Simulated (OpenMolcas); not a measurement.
**Mo+: from CASSCF to CASPT2**

| Property | Result |
| --- | --- |
| Program | OpenMolcas 26.06 |
| Basis | ANO-R2 [7s5p4d2f1g] |
| Scalar Hamiltonian | X2C, finite nucleus |
| Active space | 5 electrons in 5 orbitals (4d) |
| State averaging | 2S+1 = 6 even, 1 root; 2S+1 = 4 even, 24 roots; 2S+1 = 2 even, 75 roots (67 in the spin-orbit step) |
| Spin-orbit coupling | state interaction with AMFI integrals over the reference wave functions, term energies averaged over their components |

Methods on the same reference wave functions:
A. CASSCF
B. SS-CASPT2, IPEA 0.25 Eh, imaginary shift 0.1 Eh (closed shells correlated: 4s 4p)
C. MS-CASPT2, IPEA 0.25 Eh, imaginary shift 0.1 Eh (closed shells correlated: 4s 4p)

Energies in cm⁻¹ above 4d⁵ ⁶S_5/2, the measured ground level; measured values from NIST Handbook of Basic Atomic Spectroscopic Data.

```json
{"Level": "4d⁵ ⁶S_5/2", "A": "0.0", "B": "0.0", "C": "0.0", "Measured": "0.0"}
{"Level": "4d⁵ ⁴G_5/2", "A": "20704", "B": "16910", "C": "16910", "Measured": "15199"}
{"Level": "4d⁵ ⁴G_7/2", "A": "20772", "B": "17000", "C": "17000", "Measured": "15331"}
{"Level": "4d⁵ ⁴G_11/2", "A": "20791", "B": "17030", "C": "17030", "Measured": "15447"}
{"Level": "4d⁵ ⁴G_9/2", "A": "20813", "B": "17050", "C": "17050", "Measured": "15428"}
{"Level": "4d⁵ ⁴P_5/2 [64 %]", "A": "23642", "B": "18340", "C": "18350", "Measured": ""}
{"Level": "4d⁵ ⁴P_3/2 [67 %]", "A": "23815", "B": "18540", "C": "18540", "Measured": ""}
{"Level": "4d⁵ ⁴P_1/2", "A": "24045", "B": "18870", "C": "18870", "Measured": ""}
{"Level": "4d⁵ ⁴D_7/2", "A": "25613", "B": "19670", "C": "19670", "Measured": ""}
{"Level": "4d⁵ ⁴D_1/2", "A": "25849", "B": "20010", "C": "20010", "Measured": ""}
{"Level": "4d⁵ ⁴D_3/2 [67 %]", "A": "26024", "B": "20280", "C": "20280", "Measured": ""}
{"Level": "4d⁵ ⁴D_5/2 [66 %]", "A": "26047", "B": "20310", "C": "20310", "Measured": ""}
{"Level": "4d⁵ ²I_11/2", "A": "29590", "B": "25320", "C": "25320", "Measured": ""}
{"Level": "4d⁵ ²I_13/2", "A": "29753", "B": "25530", "C": "25530", "Measured": ""}
{"Level": "4d⁵ ²D_5/2(1) [58 %]", "A": "32722", "B": "26290", "C": "26260", "Measured": ""}
{"Level": "4d⁵ ²D_3/2(1) [70 %]", "A": "33421", "B": "26790", "C": "26780", "Measured": ""}
{"Level": "4d⁵ ⁴F_9/2", "A": "34417", "B": "27640", "C": "27640", "Measured": ""}
{"Level": "4d⁵ ⁴F_5/2", "A": "34611", "B": "27860", "C": "27880", "Measured": ""}
{"Level": "4d⁵ ⁴F_3/2 [70 %]", "A": "35070", "B": "28340", "C": "28340", "Measured": ""}
{"Level": "4d⁵ ²F_5/2(1) [52 %]", "A": "35825", "B": "29440", "C": "29340", "Measured": ""}
{"Level": "4d⁵ ²H_11/2", "A": "36728", "B": "31080", "C": "31080", "Measured": ""}
{"Level": "4d⁵ ²G_7/2(1)", "A": "37426", "B": "30700", "C": "30700", "Measured": ""}
{"Level": "4d⁵ ²F_5/2(2)", "A": "40112", "B": "32350", "C": "32450", "Measured": ""}
{"Level": "4d⁵ ²F_7/2(2)", "A": "40167", "B": "32410", "C": "32390", "Measured": ""}
```

Deviations, from unrounded energies. A percentage is the sum of absolute deviations over the sum of measured energies, with the sign that they share, or ± where signs differ.

```json
{"Against measurement": "mean absolute deviation (cm-1)", "Levels": "4", "A": "5400", "B": "1600", "C": "1600"}
{"Against measurement": "other terms of the ground configuration (%)", "Levels": "4", "A": "+35.3", "B": "+10.7", "C": "+10.7"}
```

B, C lie about equally close to measurement and A furthest from it. The largest miss of C in the table is 4d⁵ ⁴G_5/2, by +1700 cm-1. The ranking rests on the paired levels alone, and a cruder setting can come out closer through cancelling errors.

Between B and C the level of the table that moves most is 4d⁵ ²F_5/2(2), by 97 cm-1 (lowest in B, highest in C). Moves below CASPT2's spread within the term are not significant.

The two smallest mean deviations differ by little beside CASPT2's spread within terms, so their order carries little weight.

From A to B the spin-free energies of the other terms of 4d⁵ shown, above ⁶S, scale by factors of 0.77 to 0.86, as is usual when dynamic correlation screens the repulsion within a d or f shell.

The lowest spin-free term lies below A's lowest term by 0.350 hartree in B, 0.350 hartree in C.

CASPT2 does not keep the components of a term degenerate, so their means are used; among the terms shown or strongly mixed into the levels shown the widest spread is 1000 cm-1 (4d⁵ ²I, C). Some high roots are left out of the spin-orbit mixing, which shifts the levels that they would mix with. Configurations with an s electron lie low at this charge and mix in, so terms can be misplaced. The CASPT2 spread within a term exceeds the gap to the next term for 4d⁵ ²G(1) and 4d⁵ ²H, so the order of their levels is uncertain (figures for B; the like holds for C). Without dynamic correlation excited terms often stand tens of per cent too high (terms of higher spin than the ground term too low), and those without a measured partner can miss by more than the paired ones (holds for A). Measured partners are found by configuration, term and J. A level has none where our copy of the source lacks it or the pairing is in doubt (some pairs that miss far off the trend of their configuration count as doubtful), and it then counts in no deviation. Levels of configurations outside the active space are missing. The table leaves out levels that lie high or whose names do not pair safely across all columns.

A share in square brackets marks a mixed level and gives the weight of the term that names it, the lowest over the columns. A number in round brackets counts repeated terms of one configuration in the order of the reference energies.
